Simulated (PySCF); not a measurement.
Species: C₃H₁₆Si₄.
Structure used (PBE0-D3(BJ)/def2-SVP), in Å, numbered top down from 1:
```
atom  x, y, z in Å
C1    -2.2820   -1.6697    0.4696
C2    -1.3747   -0.4526    0.2985
C3    -2.1215    0.8578    0.5395
Si4   -0.5246   -0.4597   -1.4020
Si5    0.9442    1.3661   -1.5501
Si6    2.1321    1.4326    0.4727
Si7    3.1147   -0.6710    0.8099
H8    -1.7309   -2.6153    0.3524
H9    -3.0992   -1.6668   -0.2707
H10   -2.7470   -1.6776    1.4701
H11   -0.5517   -0.5260    1.0346
H12   -1.4566    1.7343    0.4741
H13   -2.5842    0.8705    1.5405
H14   -2.9296    1.0007   -0.1969
H15   -1.5535   -0.4096   -2.4917
H16    0.2698   -1.7187   -1.5766
H17    1.9145    1.1905   -2.6774
H18    0.2045    2.6516   -1.7626
H19    3.1810    2.5012    0.4758
H20    1.1803    1.7088    1.5973
H21    2.0389   -1.7096    0.8749
H22    3.9040   -0.7210    2.0791
H23    4.0177   -0.9983   -0.3365
```

Computed with PySCF at PBE0/pcSseg-1, non-relativistic, on one gas-phase PBE0-D3(BJ)/def2-SVP geometry that isn't relaxed in the solvent. The solvent is an IEF-PCM continuum (cavity from Bondi-type radii × 1.2). Specific hydrogen bonds and non-electrostatic terms are outside this model.

Gas phase at PBE0/pcSseg-1: HOMO -7.77 eV, LUMO -0.19 eV, dipole 0.85 D.

What does the continuum do to the energy, the frontier levels and the dipole at PBE0/pcSseg-1 in methanol and water?

```csv
solvent,ε,E(solvent) − E(gas) (kcal/mol),polarisation term (kcal/mol),distortion of the solute (kcal/mol),HOMO (eV),LUMO (eV),dipole (D)
methanol,32.61,-0.79,-0.85,0.06,-7.62,-0.05,1.10
water,78.36,-0.81,-0.88,0.07,-7.62,-0.05,1.11
```

Polarisation term: ½ Σ q·V over the induced surface charges. Distortion: the rise of the solute's own energy as its density leaves the gas-phase optimum. From methanol to water the lowering changes by a factor 1.03, Onsager's factor (ε − 1)/(2ε + 1) by 1.03 and ε itself by 2.4.

Give the dipole vector in the frame of the coordinates (D, pointing from negative to positive charge), gas and water.

Gas (-0.65, -0.07, 0.55), solvent (-0.77, -0.04, 0.79). Its length changes by +30 % and its direction by 6°.
